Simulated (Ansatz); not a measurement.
Ideal-gas functions of `C1N[AsH]1` at 500 K and 1 bar, from an Ansatz frequency run at PBE0-D4/def2-TZVP.

Molar mass 104.97 g/mol, point group C1 (symmetry number 1), electronic degeneracy 1, moments of inertia 22.218, 76.081, 88.779 u Å². Harmonic wavenumbers (cm⁻¹, unscaled): 501, 532, 648, 787, 873, 927, 1002, 1045, 1117, 1294, 1484, 2140, 3118, 3209, 3549.

Use S(trans) = R[1.5 ln M + 2.5 ln T − 1.1517]; rotational temperatures θ = 24.2544 K / I; S(rot) = R[ln(√π/σ · √(T³/θAθBθC)) + 1.5]; for each mode x = 1.438777 ν̃/T, S = R[x/(eˣ − 1) − ln(1 − e⁻ˣ)] and H = RT x/(eˣ − 1); 1 cm⁻¹ = 0.0119627 kJ/mol; R = 8.31446 J/(mol·K).

By hand: the entropy, in J/(mol·K).

Translation 177.6. Rotation: θ = 1.0917, 0.3188, 0.2732 K, giving 104.5. Vibration, mode by mode: 5.96, 5.54, 4.24, 3.09, 2.55, 2.25, 1.90, 1.72, 1.46, 0.97, 0.62, 0.13, 0.01, 0.01, 0.00, in all 30.5. Electronic 0.0. Sum 312.6 J/(mol·K).

By hand: H − E and G − E in kJ/mol, counted from the electronic energy.

Zero-point energy ½ × 22226 × 0.0119627 = 132.9; thermal vibration 10.5; translation, rotation and pV give 4 RT = 16.6. H − E = 160.0 kJ/mol, and G − E = 160.0 − 500 × 312.6/1000 = 3.7 kJ/mol.

Vibration gives 10 % of the entropy. The sum counts one conformer and one mirror image; others add a mixing term.
